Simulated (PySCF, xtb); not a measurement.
CH6ClFSi2, SMILES C[Si@@](F)([SiH3])Cl.

GFN2-xTB (xtb) at its own geometry gives an orbital gap of 4.54 eV and a dipole moment of 2.21 D.

Geometry: B3LYP-D3(BJ)/def2-SVP. The structure was generated by enumeration; whether it is a known compound was not checked.

Problem. What does r2SCAN/def2-TZVP in PySCF give? (An estimate is asked for; the answer gives what the named calculation found.)

Solution. gap 6.42 eV (levels -7.28 and -0.86 eV), dipole 2.13 D.
